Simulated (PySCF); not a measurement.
CH8Si2, charge +1, doublet, geometry from GFN2-xTB (a state made from the parent by changing its charge; the spin is typed, not shown lowest). Base run: TPSS/def2-SV(P) (PySCF).

PySCF was given this input:
```python
from pyscf import gto, scf, dft

mol = gto.Mole()
mol.atom = '''
    Si    1.452001    0.713131    0.002700
    C     0.275225   -0.851402   -0.154369
    Si   -1.590838   -0.283641    0.075171
    H     2.648895   -0.131284   -0.219921
    H     1.164084    1.655239   -1.069476
    H     1.345452    1.276829    1.340952
    H     0.535913   -1.592399    0.599404
    H     0.405962   -1.321266   -1.127686
    H    -1.962220    0.631126   -0.995017
    H    -1.780852    0.252716    1.415410
    H    -2.064860   -1.675413   -0.107654
'''
mol.basis = 'def2-sv(p)'
mol.charge = 1
mol.spin = 1
mol.verbose = 4
mol.symmetry = True
mol.build()

mf = dft.UKS(mol)
mf.xc = 'tpss'
mf.kernel()
mf.analyze()
```

Each row names what was changed in the base input (with any setting that the change needs).

| change | ΔE vs base (mEh) | point group used | SCF cycles |
|---|---|---|---|
| base | 0.000 | C2v | 10 |
| irrep_nelec = A1:(9, 9) A2:(1, 2) B1:(7, 6) B2:(4, 3) | 385.3 | C2v | 10 |
| symmetry_subgroup = C2 | 0.000 | C2 | 10 |
| symmetry_subgroup = Cs | 0.000 | Cs | 10 |
| irrep_nelec = A1:(9, 9) A2:(2, 2) B1:(6, 6) B2:(4, 3) | 356.9 | C2v | 15 |
| symmetry = off | 0.000 | C1 | 10 |
| irrep_nelec = A1:(8, 9) A2:(3, 2) B1:(7, 6) B2:(3, 3) | 372.6 | C2v | 12 |
| irrep_nelec = A1:(9, 9) A2:(3, 2) B1:(7, 6) B2:(2, 3) | 369.2 | C2v | 10 |

Open shells are given as the SCF converged; they aren't shown to be the lowest states, and a large step between rows can be another state.
